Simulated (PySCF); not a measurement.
C₃BN₃.
Atom-mapped SMILES: `[N:1]#[C:2][B:3]([C:4]#[N:5])[C:6]#[N:7]`

Geometry (PBE0-D3(BJ)/def2-SVP, Å), atoms numbered from 1 in this order:
```
atom  x, y, z in Å
N1    -0.1952    2.6724   -0.1509
C2    -0.1074    1.5157   -0.1091
B3     0.0128   -0.0071   -0.0512
C4     1.3941   -0.6614   -0.0249
N5     2.4432   -1.1578   -0.0038
C6    -1.2465   -0.8735   -0.0198
N7    -2.2024   -1.5316    0.0037
```

The calculation used MP2 and CCSD/aug-cc-pVDZ in PySCF, restricted Hartree–Fock reference, 7 core orbitals frozen, non-relativistic, gas phase, PBE0-D3(BJ)/def2-SVP geometry.

E(HF) = -301.66036 Eh.

How large is the problem?

161 basis functions and 44 electrons; 7 orbitals frozen, which leaves o = 15 correlated occupied and v = 139 virtual orbitals. That is o·v = 2085 singles and o·v(o·v + 1)/2 = 2174655 distinct closed-shell doubles amplitudes before symmetry; the costliest CCSD step grows as o²v⁴ = 8.4 × 10^10.

What are the MP2 and CCSD correlation energies?

MP2 -0.9272 Eh and CCSD -0.9367 Eh, which gives totals of -302.58754 and -302.59702 Eh. That is 0.850 eV for each correlated electron at CCSD (2459 kJ/mol in all, 0.310 % of the total energy); MP2 gives 99.0 % of the CCSD value.

What is the T1 diagnostic?

0.0158, below the customary warning level of 0.02. It is the norm of the spatial-orbital singles amplitudes over the root of the number of correlated electrons, so the norm is 0.087.

No triples correction and no basis-set extrapolation were made.

The job also held the EOM ionisation roots. Hardware: an Arm Neoverse V2 with one thread, no GPU, shared host. Cost: 6.7 min.
